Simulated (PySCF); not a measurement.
A calculated (LDA, PySCF 2.14, aug-cc-pVDZ, the non-relativistic Hamiltonian (point nucleus)) atom or ion has these occupied shells.

| shell | electrons | orbital energy (eV) | rms radius, mean of both spins (bohr) |
| --- | --- | --- | --- |
| 1s α | 1 | -4365.7 | 0.0853 |
| 1s β | 1 | -4365.7 | 0.0853 |
| 2s α | 1 | -475.62 | 0.377 |
| 2s β | 1 | -475.34 | 0.377 |
| 2p α | 3 | -394.92 | 0.344 |
| 2p β | 3 | -394.69 | 0.344 |
| 3s α | 1 | -61.646 | 1.16 |
| 3s β | 1 | -60.797 | 1.16 |
| 3p α | 3 | -41.057 | 1.27 |
| 3p β | 3 | -40.174 | 1.27 |
| 3d α | 1 | -10.797 | 1.92 |
| 4s α | 1 | -10.319 | 3.53 |

**Question.** Name the element and its charge.

**Answer.** Sc⁺ (scandium, charge +1), in [Ar] 3d1 4s1, high-spin 3D determinant.
